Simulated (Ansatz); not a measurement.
Isolated molecules relaxed with PBE0-D4/def2-TZVP in Ansatz; ΔE leaves out vibrations. CCSD(T)/CBS adds triple-zeta CCSD(T) − MP2 to the extrapolated MP2 energy (def2 sets, frozen cores). This one scheme is used for every species. Functionals use def2-TZVPP. Each species was taken in one conformer, which may not be the lowest.

Reaction (ligand exchange at the Al–N bond): `O=C=[N][AlH][Cl]` + CH₃OH → `C[O][AlH][Cl]` + `N=C=O`

`O=C=[N][AlH][Cl]`:

```xyz
6

O    -0.505    2.683    1.075
C    -0.362    1.629    0.605
N    -0.226    0.547    0.112
Al    0.119   -1.064   -0.497
Cl    1.732   -2.093    0.327
H    -0.757   -1.702   -1.622
```

CH₃OH:

Cartesian coordinates in Å:
```
C -0.126 0.318 0.098
O 0.773 -0.766 0.064
H 0.290 1.057 0.783
H -1.117 0.029 0.471
H -0.246 0.793 -0.883
H 0.425 -1.432 -0.533
```

`C[O][AlH][Cl]`:

```xyz
8

C    -0.459    0.620    1.036
O     0.415    0.536   -0.053
Al    0.717   -0.555   -1.285
Cl   -0.416   -2.316   -1.380
H    -1.084    1.513    0.943
H    -1.116   -0.254    1.112
H     0.113    0.702    1.966
H     1.830   -0.247   -2.338
```

`N=C=O`:

```xyz
4

N     0.688   -0.120    0.315
C    -0.346   -0.162   -0.310
O    -1.291   -0.324   -0.964
H     0.949    0.605    0.959
```

```csv
level,ΔE (kJ/mol),difference from CCSD(T)/CBS
revPBE-D4,2.0,-3.6
CAM-B3LYP-D4,2.0,-3.6
ωB97X-V,4.0,-1.6
PBE0,6.9,1.3
CAM-B3LYP,2.6,-3.0
MP2/def2-SVP,8.6,3.0
HF/def2-TZVPP,17.0,11.4
SCS-MP2/def2-TZVPP,6.1,0.5
CCSD/def2-TZVPP,7.3,1.7
CCSD/CBS(def2),7.5,1.9
CCSD(T)/CBS,5.6,0
```

Largest T1 diagnostic among the species: 0.018.

From r2SCAN to r2SCAN0 (25 % exact exchange), in def2-TZVPP and without D4, ΔE moves by +4.5 kJ/mol. In def2-TZVPP, CCSD(T) changes the Hartree–Fock value by −11.6 kJ/mol (the triples alone add −1.9 kJ/mol) and MP2 by −11.0 kJ/mol. Leaving LDA and LC-ωPBE aside and taking each functional with its dispersion term where it has one, the values, not all of them listed here, spread over 10.6 kJ/mol, from BLYP-D4 to PBE-QIDH. LDA lies −5.1 kJ/mol from PBE without D4.
